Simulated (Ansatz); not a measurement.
KBr, closed-shell singlet (the spin of the measured ground state), most abundant isotopes (38.9637 and 78.9183 u). Constants from fifth-degree fits in 1/R to seven points on the lowest solution found; no spin–orbit coupling, no relativity up to Kr; ω_e x_e and α_e move by some per cent with the fit.

Correlated levels freeze the inner cores; with def2 sets outer-core shells near the valence are correlated too.

The values were computed with Ansatz (Gaussian orbitals). 

Total energies (hartree; each atom in its lowest state at that level) and vibrational constants (cm⁻¹):

```csv
level,E(KBr) at r_e,E(K),E(Br),ω_e,ω_e x_e
PBE/def2-TZVPP,-3173.554263,-599.690799,-2573.720720,212,0.74
B3LYP/def2-TZVPP,-3174.206590,-599.925207,-2574.140958,212,0.73
wB97M-V/def2-TZVPP,-3173.994663,-599.879272,-2573.967826,216,0.73
CCSD(T)/def2-QZVPP,-3172.553334,-599.397939,-2573.008471,219,0.74
```

Work out D_e and D₀ in eV.


D_e = E(K) + E(Br) − E(molecule), times 27.2114 eV; D₀ = D_e − (ω_e/2 − ω_e x_e/4)/8065.54.
- PBE/def2-TZVPP: D_e = 3.884, zero point 0.013, D₀ = 3.871 eV
- B3LYP/def2-TZVPP: D_e = 3.821, zero point 0.013, D₀ = 3.808 eV
- wB97M-V/def2-TZVPP: D_e = 4.015, zero point 0.013, D₀ = 4.002 eV
- CCSD(T)/def2-QZVPP: D_e = 3.998, zero point 0.014, D₀ = 3.984 eV
No counterpoise correction is made.

Ansatz is a first-principles code.
